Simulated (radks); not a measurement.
Charge is removed step by step from the 5p (averaged over the sub-levels emptied) level of Eu3+, starting from [Xe] 4f6. Calculated with a radial shooting solver on a logarithmic mesh with Libxc functionals: Dirac Kohn-Sham, PBE, spin-unpolarised, spherical densities, finite nucleus; open shells are shared between the two j in proportion to 2j + 1; Fermi nuclear charge, rms radius 5.1115 fm.

| removed (e) | E - E(0) (eV) | eigenvalue (eV) | E minus straight line (eV) |
|---|---|---|---|
| 0 | 0.000 | -51.054 | 0.000 |
| 0.125 | 6.486 | -52.717 | -0.738 |
| 0.25 | 13.180 | -54.389 | -1.268 |
| 0.375 | 20.083 | -56.072 | -1.588 |
| 0.5 | 27.198 | -57.764 | -1.697 |
| 0.625 | 34.525 | -59.466 | -1.594 |
| 0.75 | 42.065 | -61.177 | -1.277 |
| 0.875 | 49.819 | -62.897 | -0.746 |
| 1 | 57.790 | -64.627 | 0.000 |

Removing the whole electron costs 57.790 eV by Delta-SCF, against 51.054 eV from minus the eigenvalue at the starting occupation. Slater's transition state (half an electron removed) gives 57.764 eV. Integrating minus the eigenvalue over the occupation (Janak's theorem) gives 57.790 eV. The mean slope of the eigenvalue, de/dn, is 13.6 eV per electron.
